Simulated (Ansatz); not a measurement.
Computed with Ansatz on PBE0-D4/def2-TZVP structures; ΔE is electronic, products minus reactants. CCSD(T)/CBS is the MP2 limit (def2-TZVPP, def2-QZVPP) plus CCSD(T) − MP2 in def2-TZVPP, frozen cores. Functionals use def2-TZVPP. B3LYP here is the variant with VWN-RPA as its local correlation; programs differ in this. For Ge outer-core shells are correlated without core-valence functions, which leaves a few kJ/mol of doubt a bond. Scalar relativity is left out up to krypton. One conformer a species, not always the lowest.

`C=[C]([SiH3])[GeH3]` + `[OH][Ge][OH]` → `[OH][Ge][O][SiH3]` + `C=[CH][GeH3]`  (ligand exchange at the Si–C bond)

Task: Is it downhill or uphill in electronic energy at CCSD(T)/CBS, and by how much? (An estimate is asked.)

Result: Computed: Downhill: ΔE = -24.1 kcal/mol.

Task: What do these levels give: r2SCAN-D4, PBE0-D4, B3LYP-D4, ωB97X-V, B2PLYP, r2SCAN, PBE0, SCS-MP2/def2-TZVPP, HF/def2-QZVPP, SCS-MP2/def2-QZVPP, HF/CBS(def2), CCSD/CBS(def2)? (Best estimate.)

Result: Computed: r2SCAN-D4 -24.1, PBE0-D4 -22.3, B3LYP-D4 -24.5, ωB97X-V -24.3, B2PLYP -25.6, r2SCAN -24.3, PBE0 -23.0, SCS-MP2/def2-TZVPP -25.7, HF/def2-QZVPP -30.4, SCS-MP2/def2-QZVPP -25.5, HF/CBS(def2) -30.4, CCSD/CBS(def2) -25.0 kcal/mol.

Largest T1 diagnostic among the species: 0.015.

In def2-TZVPP, CCSD(T) changes the Hartree–Fock value by +5.4 kcal/mol (the triples alone add +0.9 kcal/mol) and MP2 by +5.6 kcal/mol. The D4 term adds +1.2 kcal/mol with B3LYP and +0.7 kcal/mol with PBE0; it sums over pairs of atoms, weighted by their polarisabilities, and B3LYP, whose exchange is more repulsive, gets the larger term. From PBE to PBE0 (25 % exact exchange), in def2-TZVPP and without D4, ΔE moves by −1.3 kcal/mol.
